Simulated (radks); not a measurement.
Results of a calculation; reference values are marked as such.
The ytterbium ion Yb+ inside a hard spherical wall (all orbitals vanish at R), configuration held at [Xe] 4f14 6s1 and not refilled when levels cross. Code: a radial shooting solver on a logarithmic mesh with Libxc functionals. Model: scalar-relativistic Kohn-Sham, PBE, spin-unpolarised, spherical densities, point nucleus. Eigenvalues in eV, with the zero of energy where the potential of the charges vanishes at infinity; a dash marks a level that is unbound or too diffuse for the functional's potential to be trusted. A positive occupied level is held by the wall or, in an anion where self-interaction has pushed it up, behind a barrier. The pressure on the wall is -dE/dV.

\begin{tabular}{lrrrrrrrrr}
R (bohr) & E (hartree) & kinetic (hartree) & e(5s) & e(5p) & e(4f) & e(6s) & e(5d, empty) & e(6p, empty) & pressure (GPa) \\ \hline
free & -14059.5647 & 15323.888 & -61.733 & -34.218 & -9.743 & -9.275 & -6.460 & -5.530 & 0 \\
15 & -14059.5647 & 15323.888 & -61.733 & -34.218 & -9.743 & -9.275 & -6.460 & -5.530 & < 0.0001 \\
4 & -14059.2339 & 15325.395 & -58.290 & -30.953 & -6.043 & 0.260 & -1.267 & 10.485 & 65.1 \\
3.5 & -14058.8899 & 15326.892 & -56.196 & -28.898 & -3.569 & 8.054 & 2.270 & 21.400 & 195 \\
3 & -14058.0412 & 15330.571 & -52.097 & -24.588 & 1.439 & 24.133 & 9.286 & 42.285 & 694 \\
2.5 & -14055.6342 & 15340.524 & -43.115 & -14.361 & 12.322 & 60.284 & 24.716 & 85.896 & 3010 \\
2 & -14047.6390 & 15370.554 & -19.737 & 13.622 & 37.576 & 150.79 & 63.564 & 188.39 & 16800 \\
\end{tabular}
